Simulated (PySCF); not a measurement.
N-methyl thienopyrroledione (C₇H₅NO₂S), SMILES O=C1c2c(csc2)C(=O)N1C. Heavy atoms are numbered as in [CH3:1][N:2]1[C:3](=[O:4])[c:5]2[cH:6][s:7][cH:8][c:9]2[C:10]1=[O:11]. Hydrogens are named by the atom that carries them.

Geometry: TPSSh-D3(BJ)/def2-SVP. A frequency run showed that this geometry is not a minimum.

The numbers are results of PySCF with PBE/pcSseg-1, not measurements.

GIAO shieldings, no solvent; atoms alike by connectivity are averaged. δ = σ(ref) − σ: ¹³C against TMS (σ = 182.0 ppm); ¹⁵N against NH3 (σ = 267.0 ppm); ¹⁷O against H2O (σ = 334.3 ppm); ³³S against H2S (σ = 706.5 ppm); ¹H against TMS (σ = 31.49 ppm), references at their B3LYP-D3(BJ)/def2-TZVP geometries, non-relativistic.

Computed chemical shifts:
```
nucleus     atoms  count  δ (ppm)
-------  --------  -----  -------
¹³C            C3      2    165.4
¹³C            C5      2    143.4
¹³C       C6 (CH)      2    131.2
¹³C      C1 (CH3)      1     27.5
¹⁵N            N2      1    212.7
¹⁷O            O4      2    467.4
³³S            S7      1    527.1
¹H        H on C6      2     7.67
¹H        H on C1      3     3.37
```
